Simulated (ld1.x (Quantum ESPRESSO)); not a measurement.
chlorine (Cl): one change to an ultrasoft potential, before and after

| Item | Value |
| --- | --- |
| Element | Cl |
| Generator | ld1.x (Quantum ESPRESSO) 7.5 |
| Type | ultrasoft |
| Functional | PBE |
| Relativity | scalar-relativistic |
| Frozen core | [Ne] |
| Valence charge | 7 |
| Reference configuration | 3s2 3p5 |
| Partial waves | 3s (bound): rcut 0.90, rcutus 1.15 bohr; 3s channel at -0.65 Ry: rcut 0.90, rcutus 1.15 bohr; 3p (bound): rcut 1.30, rcutus 1.55 bohr; 3p channel at 3.3 Ry: rcut 1.30, rcutus 1.55 bohr; 3d channel at 0.05 Ry: rcut 0.95, rcutus 1.30 bohr |
| Local potential | all-electron potential smoothed inside 1.50 bohr (lloc = -1) |
| Core correction | Bessel-smoothed model core, default radius (core density twice the valence density) |
| Augmentation charge | PSQ, inside the norm-conserving radii |

Change: waves 3p (bound): rcut 1.26, rcutus 1.34 bohr; 3p channel at 3.3 Ry: rcut 1.26, rcutus 1.34 bohr.

Cutoffs: the cutoffs (Ry, on a coarse ladder) from which the occupation-weighted sum of valence levels, in a spherical-Bessel basis at the reference potential, stays within 10 and 1 mRy of its value at 400 Ry; they do not see the model core or the augmentation charge, which bear on the density cutoff. Errors are all-electron minus pseudo energies relative to the spin-unpolarised reference configuration.

Question: What does the change do?

Answer: The potential gets neither clearly harder nor softer (30 Ry and 55 Ry → 30 Ry and 55 Ry); the s channel sets the loose cutoff, while the largest relative change is in p, which becomes softer; of the 7 tests that both files solve, the error grows in 1 and shrinks in 3 by more than 15 % and 0.3 meV (median size 4.4 → 3.6 meV); neither file shows a bound ghost.

| quantity | base | changed |
| --- | --- | --- |
| cutoff, loose | 30 Ry | 30 Ry |
| cutoff, tight | 55 Ry | 55 Ry |
| loose cutoff by channel (10 mRy a level) | s 25 Ry, p 18 Ry | s 25 Ry, p 15 Ry |
| bound ghosts | none | none |
| error for 3s2 3p4, meV [ΔE 13.88 eV] | -0.3 | -1.5 |
| error for 3s2 3p3, meV [ΔE 39.32 eV] | +4.4 | -4.8 |
| error for 3s2 3p2, meV [ΔE 77.63 eV] | +24 | -10 |
| error for 3s2 3p4.5, meV [ΔE 5.58 eV] | -0.4 | -0.6 |
| error for 3s1 3p6, meV [ΔE 12.15 eV] | -14 | -3.6 |
| error for 3s2 3p5.3, meV [ΔE -2.14 eV] | +0.3 | +0.2 |
| error for 3s1 3p5, meV [ΔE 26.58 eV] | -18 | -10 |
| lowest overlap eigenvalue by channel | s 0.54, p 0.74, d 1.00 | s 0.54, p 0.74, d 1.00 |
